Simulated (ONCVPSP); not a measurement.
What the settings do to the ONCV potential of Re

Base potential:

ONCVPSP 4.0.1 input, shortened (lines: element, Z, core and valence counts, functional; n l f; lmax; l rc ep ncon nbas qcut; lloc lpopt rc5 dvloc0; l nproj debl; icmod fcfact rcfact), PBE, fully relativistic:

```
  Re 75.00   11    3        4      upf
    1    0    2.00
    2    0    2.00
    2    1    6.00
    3    0    2.00
    3    1    6.00
    3    2   10.00
    4    0    2.00
    4    1    6.00
    4    2   10.00
    4    3   14.00
    5    0    2.00
    5    1    6.00
    5    2    5.00
    6    0    2.00
    2
    0    2.50    0.00    4    8    2.70
    1    1.85    0.00    4    7    6.50
    2    2.35    0.00    4    9    7.80
    4    5    1.25    0.00
    0    2    2.40
    1    2    0.60
    2    2    1.90
    3    3.75    1.20
```

Open shells are filled in proportion to 2j + 1.

In the p channel the program set the typed energies aside and used -1.615, 0.250 Ha (j = l + 1/2; the other j can differ).

Cutoffs, loose and tight: the cutoffs (Ha) at which the residual kinetic energy of the hardest occupied pseudo-wave falls to 1 and 0.1 mHa per electron. They do not see the model core or the augmentation charge, which bear on the density cutoff. Test errors are all-electron minus pseudo excitation energies from the reference, over the configurations 5p6 5d5 6s1; 5p6 5d5 6s0; 5p6 5d4 6s0; 5p6 5d5.5 6s1.5. A dash means not determined; rows that change the core or the reference have their own tests.

A true bound ghost makes a file unfit for plane-wave use even where its test errors are small: the radial tests pick states by their node count and pass the ghost by.

```csv
change,outcome,"cutoff, loose","cutoff, tight",bound ghosts,GHOST(+) flags above zero,largest test error (meV)
base,"generated, projector energies reset by the program",16 Ha,20 Ha,s,s,+45
"core correction Teter function, fcfact 1.3, rcfact 1.2","generated, projector energies reset by the program",16 Ha,20 Ha,s,s,+46
"core correction Teter function, fcfact 2, rcfact 1.2","generated, projector energies reset by the program",16 Ha,20 Ha,s,s,+46
"core correction Teter function, fcfact 2.9, rcfact 1.2","generated, projector energies reset by the program",16 Ha,20 Ha,s,s,+45
"core correction Teter function, fcfact 3.6, rcfact 1.2","generated, projector energies reset by the program",16 Ha,20 Ha,s,s,+45
"core correction Teter function, fcfact 4.3, rcfact 1.2","generated, projector energies reset by the program",16 Ha,20 Ha,s,s,+45
"core correction Teter function, fcfact 5.3, rcfact 1.2","generated, projector energies reset by the program",16 Ha,20 Ha,s,s,+45
"core correction Teter function, fcfact 6, rcfact 1.2","generated, projector energies reset by the program",16 Ha,20 Ha,s,s,+44
"core correction Teter function, fcfact 6.8, rcfact 1.2","generated, projector energies reset by the program",16 Ha,20 Ha,s,s,+44
"core correction Teter function, fcfact 7.8, rcfact 1.2","generated, projector energies reset by the program",16 Ha,20 Ha,s,s,+44
```

Reading the sweep of the fcfact (base included, trends over the rows without a ghost): Bound ghosts are found at 1.3, 2, 2.9, 3.6, 3.75, 4.3, 5.3, 6, 6.8, 7.8. Every judged row has one, so this setting neither creates nor removes them.
